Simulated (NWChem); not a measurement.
Everything below was run with NWChem. System: silacyclobutane (C3H8Si), charge 0, spin multiplicity 1, at a geometry optimised with B3LYP/def2-SVP. Level: MP2/def2-TZVP, 8 core orbitals frozen.

The NWChem input:

```
start mol
memory heap 200 mb stack 900 mb global 1100 mb
geometry units angstroms nocenter noautoz
  C     -1.001997    -0.905799     0.000000
  C     -0.145588    -0.399743    -1.206433
  Si     0.646805     0.845957     0.000000
  C     -0.145588    -0.399743     1.206433
  H     -1.200869    -1.991331     0.000000
  H     -1.982525    -0.401274     0.000000
  H      0.584865    -1.160614    -1.528475
  H     -0.704539    -0.065544    -2.092757
  H     -0.002873     2.191864     0.000000
  H      2.129392     1.041369     0.000000
  H      0.584865    -1.160614     1.528475
  H     -0.704539    -0.065544     2.092757
  symmetry group Cs
end
basis spherical
  * library def2-tzvp
end
scf
  rhf
  nopen 0
  maxiter 100
  thresh 1e-7
  semidirect memsize 60000000 filesize 0
end
mp2
  freeze core 8
end
task mp2 energy
```

NWChem printed:

```
             Northwest Computational Chemistry Package (NWChem) 7.3.0
             --------------------------------------------------------

                                NWChem Input Module
                                -------------------

 Scaling coordinates for geometry "geometry" by  1.889725989
 (inverse scale =  0.529177249)

 Turning off AUTOSYM since
 SYMMETRY directive was detected!

                             Geometry "geometry" -> ""
                             -------------------------

 Output coordinates in angstroms (scale by  1.889725989 to convert to a.u.)

  No.       Tag          Charge          X              Y              Z
 ---- ---------------- ---------- -------------- -------------- --------------
    1 C                    6.0000    -1.00199700    -0.90579900     0.00000000
    2 C                    6.0000    -0.14558800    -0.39974300    -1.20643300
    3 Si                  14.0000     0.64680500     0.84595700     0.00000000
    4 C                    6.0000    -0.14558800    -0.39974300     1.20643300
    5 H                    1.0000    -1.20086900    -1.99133100     0.00000000
    6 H                    1.0000    -1.98252500    -0.40127400     0.00000000
    7 H                    1.0000     0.58486500    -1.16061400    -1.52847500
    8 H                    1.0000    -0.70453900    -0.06554400    -2.09275700
    9 H                    1.0000    -0.00287300     2.19186400     0.00000000
   10 H                    1.0000     2.12939200     1.04136900     0.00000000
   11 H                    1.0000     0.58486500    -1.16061400     1.52847500
   12 H                    1.0000    -0.70453900    -0.06554400     2.09275700

 Effective nuclear repulsion energy (a.u.)     167.3834965079

            Nuclear Dipole moment (a.u.)
            ----------------------------
        X                 Y               Z
 ---------------- ---------------- ----------------
     0.0000170075     0.0000000000     0.0000000000

      Symmetry information
      --------------------

 Group name             Cs
 Group number              2
 Group order               2
[...]
     1   1 0 0     -0.033493      0.000000      0.000017
     1   0 1 0     -0.120542      0.000000      0.000000
     1   0 0 1     -0.000000      0.000000      0.000000

     2   2 0 0    -26.075052      0.000000     84.702171
     2   1 1 0     -0.580029      0.000000     64.054860
     2   1 0 1      0.000000      0.000000      0.000000
     2   0 2 0    -26.381761      0.000000    105.621901
     2   0 1 1     -0.000000      0.000000     -0.000000
     2   0 0 2    -25.758179      0.000000    110.336968

                   NWChem MP2 Semi-direct Energy/Gradient Module
                   ---------------------------------------------

  Basis functions       =    178
  Molecular orbitals    =    178
  Frozen core           =      8
  Frozen virtuals       =      0
  Active alpha occupied =     12
  Active beta occupied  =     12
  Active alpha virtual  =    158
  Active beta virtual   =    158
  Use MO symmetry       = T
  Use skeleton AO sym   = T

  AO/Fock/Back tols     =   1.0D-09  1.0D-09  1.0D-09

 GA uses MA = F    GA memory limited = T

 Available:
  local mem=  1.26D+08
 global mem=  1.44D+08
 local disk=  0.00D+00
  mp2_memr nvloc                   158
  nvloc new                   158
   1 passes of  12:        6291456                     159397                 101398027.
   1 passes of  12: M    126006632           G      144115832           F     119715176.

 Semi-direct pass number   1 of   1  for RHF alpha+beta  at       27.3s
  vrange nnbf                 15721
  mp2_eaftype                   386  avail_ma_in_mb                  1098
 EAF : mp2_eaftype filesize         386   50699013.
  mp2_eaf for mointskh                    386
Node 0 wrote    238.5 Mb in      0.3 s     Agg I/O rate:   741.2 Mb/s
 Done moints_semi at       46.0s
  mp2_eaftype                   386  avail_ma_in_mb                   712
 EAF : mp2_eaftype filesize         386   50699013.
  mp2_eaf for kh                   386
 Done maket at       46.6s
 Done multipass loop at       46.6s

          -------------------------------------------
          SCF energy                -407.219486628347
          Correlation energy          -0.620656545151
          Singlet pairs               -0.418100152219
          Triplet pairs               -0.202556392932
          Total MP2 energy          -407.840143173498
          -------------------------------------------

          ---------------------------------------------------
                    Spin Component Scaled (SCS) MP2
          Same spin pairs                     -0.135037595288
          Same spin scaling factor             0.333333333333
          Opposite spin pairs                 -0.485618949863
          Opposite spin scaling fact.          1.200000000000
          SCS-MP2 correlation energy          -0.627755271598
          Total SCS-MP2 energy              -407.847241899946
          ---------------------------------------------------

 -----------------------
 Performance information
 -----------------------

 Timer overhead =  9.69D-08 seconds/call

               Nr. of calls         CPU time (s)                 Wall time (s)                GFlops
             ---------------    -------------------     ------------------------------   -------------------
Name         Min   Avg   Max    Min     Avg     Max     Min     Avg     Max   Mx/calls   Min     Max     Sum
mp2: moin     1     1     1    19.     19.     19.      19.     19.     19.     19.      0.0     0.0     0.0
mp2: make     1     1     1   0.53    0.53    0.53     0.53    0.53    0.53    0.53      0.0     0.0     0.0
mp2: tota     1     1     1    19.     19.     19.      19.     19.     19.     19.      0.0     0.0     0.0

 The average no. of pstat calls per process was 3.00D+00
 with a timing overhead of 2.91D-07s

 Task  times  cpu:       46.6s     wall:       46.6s

 Total times  cpu:       46.6s     wall:       46.6s
```
